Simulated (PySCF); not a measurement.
# Computed properties of GeH6Sn, SMILES [GeH3][SnH3]

Sn(GeH3)(H)3 (GeH6Sn), SMILES [GeH3][SnH3]. Geometry optimised at PBE0-D3(BJ)/def2-TZVP. The def2 effective core potentials stand for the cores of Sn; spin–orbit coupling is left out. Other conformers were not sampled. All values are computed for the isolated molecule unless a solvent is named; none is compared with measurement here.

**Structure.** The optimised structure has C3v symmetry. All 18 harmonic modes at PBE0-D3(BJ)/def2-TZVP (PySCF) are real, so it is a minimum.

**Vibrations.** The strongest infrared lines (harmonic, unscaled, degenerate partners summed) lie at 661 cm⁻¹ (431 km/mol, H 98 %), 1942 cm⁻¹ (326 km/mol, H 99 %), 2154 cm⁻¹ (220 km/mol, H 98 %). The softest mode is at 82 cm⁻¹ and the zero-point energy is 27.0 kcal/mol.

**Electronic structure.** r2SCAN/def2-TZVPD (PySCF) places the frontier levels at -7.16 and -0.69 eV, a gap of 6.47 eV, and gives a dipole moment of 0.14 D and a mean polarisability of 81.3 bohr³.

**Excitations.** TDA-ωB97X/def2-SVPD (PySCF) has S1 at 7.31 eV (170 nm, f = 0.058, bright); the most intense of the 10 singlets computed lies at 7.41 eV (f = 0.87). Strengths of degenerate partners are summed. T1 (TDA) is at 6.22 eV, 1.09 eV under S1. No vertical singlet excitation falls in the visible range (under 3.1 eV).
